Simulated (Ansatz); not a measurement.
Consider the redistribution: `O[SiH2]C#[C][GeH2][OH]` + `C=C[SiH](O)[SiH2]O` → `C=C[SiH](O)[GeH2][OH]` + `O[SiH2]C#C[SiH2]O`.

Gas-phase electronic energies from Ansatz, PBE0-D4/def2-TZVP geometries. CBS: MP2 limit from def2 TZ/QZ plus the TZ coupled-cluster correction, frozen cores. DFT in def2-TZVPP. B3LYP here is the variant with VWN-RPA as its local correlation; programs differ in this. For Ge outer-core shells are correlated without core-valence functions, which leaves a few kJ/mol of doubt a bond. Scalar relativity is left out up to krypton. Each species was taken in one conformer, which may not be the lowest.

`O[SiH2]C#[C][GeH2][OH]`:

Cartesian coordinates in Å:
```
O 3.228 -0.498 0.312
Si 1.925 -1.255 0.961
C 0.362 -0.541 0.331
C -0.669 -0.073 -0.110
Ge -2.289 0.688 -0.768
O -2.049 2.429 -1.015
H 3.274 -0.425 -0.643
H 2.016 -1.047 2.422
H 1.899 -2.704 0.637
H -3.394 0.428 0.268
H -2.625 0.133 -2.152
H -1.679 2.864 -0.243
```

`C=C[SiH](O)[SiH2]O`:

Z-matrix (Å, degrees):
```
Si
C 1 1.854
Si 1 2.352 2 111.3
O 1 1.659 2 107.4 3 119.8
H 1 1.496 2 110.3 3 -122.0
C 2 1.331 1 123.5 3 17.2
H 2 1.090 1 118.1 3 -164.3
O 3 1.660 1 108.1 2 -57.4
H 3 1.494 1 110.9 2 64.1
H 3 1.496 1 110.3 2 -178.6
H 4 0.958 1 117.0 2 154.0
H 6 1.087 2 122.0 1 178.0
H 6 1.087 2 122.0 1 -1.2
H 8 0.958 3 117.4 1 -177.2
```

`C=C[SiH](O)[GeH2][OH]`:

```xyz
14

C    -0.026    0.802    2.238
C     0.987    0.181    1.639
Si    1.127   -0.078   -0.195
O     1.335   -1.661   -0.601
Ge   -0.896    0.465   -1.355
O    -1.315   -1.254   -1.734
H    -0.056    0.955    3.313
H    -0.876    1.188    1.681
H     1.803   -0.183    2.263
H     2.296    0.689   -0.702
H     0.546   -2.065   -0.984
H    -2.078    1.087   -0.577
H    -0.763    1.236   -2.687
H    -2.083   -1.362   -2.298
```

`O[SiH2]C#C[SiH2]O`:

Cartesian coordinates in Å:
```
O 2.349 1.959 1.188
Si 1.342 2.057 -0.104
C 0.297 0.560 -0.246
C -0.377 -0.447 -0.346
Si -1.422 -1.944 -0.491
O -2.060 -2.366 0.960
H 2.908 1.184 1.263
H 2.082 2.186 -1.384
H 0.488 3.239 0.131
H -2.470 -1.639 -1.497
H -0.594 -3.089 -0.924
H -2.543 -1.699 1.450
```

| level | ΔE (kJ/mol) |
| --- | --- |
| r2SCAN-D4 | -52.6 |
| B3LYP-D4 | -52.2 |
| PBE | -49.2 |
| PBE0 | -47.8 |
| HF/def2-TZVPP | -40.8 |
| CCSD(T)/def2-TZVPP | -44.1 |
| HF/def2-QZVPP | -40.8 |
| MP2/def2-QZVPP | -50.6 |

Q: What does CCSD(T)/CBS give? (Estimate.)

A: Ansatz gave: -49.7 kJ/mol. The listed levels differ from it by -2.9, -2.5, 0.5, 1.9, 8.9, 5.6, 8.9, -0.9 kJ/mol.

Largest T1 diagnostic among the species: 0.012.

In def2-TZVPP, CCSD(T) changes the Hartree–Fock value by −3.3 kJ/mol (the triples alone add −0.7 kJ/mol) and MP2 by −6.6 kJ/mol.
